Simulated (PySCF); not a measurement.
Absolute configuration from chiroptical data

Level of theory: TDDFT CAM-B3LYP/def2-SVPD circular dichroism and optical rotation, one conformer, gas phase (PySCF 2.14.0). Geometry: GFN2-xTB.

Singlets 13 and 14 lie within 0.01 eV of each other, so their separate moments and overlaps can depend on how they mix.

Values for one enantiomer of C₆H₄F₂, R in 10⁻⁴⁰ esu² cm² (velocity form):
```
λ (nm)       f      R
   200  0.0005   -1.1
   190   0.004   +4.4
   185  0.0005   +0.1
   182   0.028  +36.5
   180   0.007   -6.6
   175   0.377   +3.5
   168   0.007   -4.2
   163   0.042   -3.2
   157   0.026   +1.1
   156   0.042  -39.2
   153   0.009  +11.7
   148   0.002   -1.3
   144   0.021  -19.7
   144   0.008   +0.8
   142   0.323  +72.6
   141   0.009   +6.8
```

[α] at 589.3 nm: +121 deg dm⁻¹ (g/mL)⁻¹ (origin-invariant length gauge).

**Question.** Which structure gives these signs?
A. C#C[C@@H]1/C(=C/F)[C@H]1F
B. C#C[C@H]1/C(=C/F)[C@@H]1F

**Answer.** A. Its CIP labels in SMILES order are R, S; the other enantiomer gives every sign reversed.

Geometry of C#C[C@@H]1/C(=C/F)[C@H]1F as run:
```xyz
12

C    -2.688    0.593   -0.285
C    -1.659    0.116    0.099
C    -0.425   -0.459    0.540
C     0.865    0.124    0.111
C     1.720    1.106    0.218
F     2.881    1.122   -0.456
C     0.473   -1.166   -0.462
F     1.112   -2.297   -0.055
H    -3.597    1.005   -0.607
H    -0.459   -0.881    1.540
H     1.594    1.985    0.835
H     0.182   -1.247   -1.504
```
